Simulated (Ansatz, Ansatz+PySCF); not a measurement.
```xyz
2

Li    0.0000    0.0000   -1.1492
B     0.0000    0.0000    1.1492
```

Basis set: def2-SVP (spherical functions). Frozen core: 1 orbital. Charge 0, multiplicity 3.

Computed with Ansatz (development build ahead of 0.2.0); each method stands on the lowest determinant of its kind that the runs found.

The atomization energy at this shape (free ground-state atoms in the same class of orbitals less the molecule, no zero-point energy) of triplet LiB:

```json
{"method": "UHF-MP2", "atomization energy": "1.01 eV"}
{"method": "ROHF", "atomization energy": "0.81 eV"}
```

**Question.** What does UHF-CCSD(T) give?

**Answer.** 0.95 eV.
